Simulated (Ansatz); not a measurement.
Consider the cleavage of the B–Ga bond: `Cl[BH][GaH2]` + NH₃ → `NBCl` + `[GaH3]`.

Computed with Ansatz on PBE0-D4/def2-TZVP structures; ΔE is electronic, products minus reactants. CBS: MP2 limit from def2 TZ/QZ plus the TZ coupled-cluster correction, frozen cores. This one scheme is used for every species. Functionals use def2-TZVPP. For Ga outer-core shells are correlated without core-valence functions, which leaves a few kJ/mol of doubt a bond. Scalar relativity is left out up to krypton. One conformer a species, not always the lowest.

| level | ΔE (eV) |
| --- | --- |
| LC-ωPBE | -1.62 |
| CCSD(T)/def2-SVP | -1.79 |

Task: What does CCSD(T)/CBS give? (Best estimate.)

Result: Computed: -1.51 eV. The listed levels differ from it by -0.11, -0.28 eV.

Task: What do rigid-rotor, harmonic-oscillator terms from PBE0-D4/def2-TZVP frequencies (298.15 K, 1 bar) make of the CCSD(T)/CBS value? (An estimate is asked.)

Result: Ansatz gave: ΔZPE = -0.02 eV, ΔH = -1.56 eV, ΔS = -19 J/(mol·K), ΔG = -1.50 eV.

Largest T1 diagnostic among the species: 0.014.

From PBE to PBE0 (25 % exact exchange), in def2-TZVPP and without D4, ΔE moves by −0.05 eV. Leaving LDA and LC-ωPBE aside and taking each functional with its dispersion term where it has one, the values, not all of them listed here, spread over 0.17 eV, from CAM-B3LYP-D4 to revPBE-D4. LDA lies −0.15 eV from PBE without D4.
